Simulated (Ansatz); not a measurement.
`CB(F)CCl` → `BCC(F)Cl`  (isomerisation)

Computed with Ansatz on PBE0-D4/def2-TZVP structures; ΔE is electronic, products minus reactants. CBS: MP2 limit from def2 TZ/QZ plus the TZ coupled-cluster correction, frozen cores. Functionals use def2-TZVPP. One conformer a species, not always the lowest.

`CB(F)CCl`:

Cartesian coordinates in Å:
```
C -0.758 0.087 -1.174
B 0.502 0.149 -0.263
F 1.635 0.651 -0.748
C 0.535 -0.351 1.234
Cl -0.124 1.076 2.111
H -0.741 -0.871 -1.711
H -0.767 0.874 -1.931
H -1.690 0.115 -0.607
H 1.531 -0.540 1.630
H -0.123 -1.190 1.456
```

`BCC(F)Cl`:

Cartesian coordinates in Å:
```
B 0.820 1.260 -0.154
C -0.430 0.331 -0.154
C -0.164 -1.099 0.221
F 0.276 -1.159 1.511
Cl -1.627 -2.113 0.088
H 1.929 0.813 -0.141
H 0.668 2.443 -0.228
H -0.812 0.368 -1.186
H -1.247 0.731 0.455
H 0.587 -1.574 -0.412
```

| level | ΔE (kJ/mol) |
| --- | --- |
| PBE0 | 262.0 |
| HF/def2-QZVPP | 258.8 |

Task: What does CCSD(T)/CBS give? (An estimate is asked.)

Result: Computed: +263.9 kJ/mol. The listed levels differ from it by -1.9, -5.1 kJ/mol.

Largest T1 diagnostic among the species: 0.011.

In def2-TZVPP, CCSD(T) changes the Hartree–Fock value by +5.3 kJ/mol (the triples alone add −0.3 kJ/mol) and MP2 by +10.4 kJ/mol.
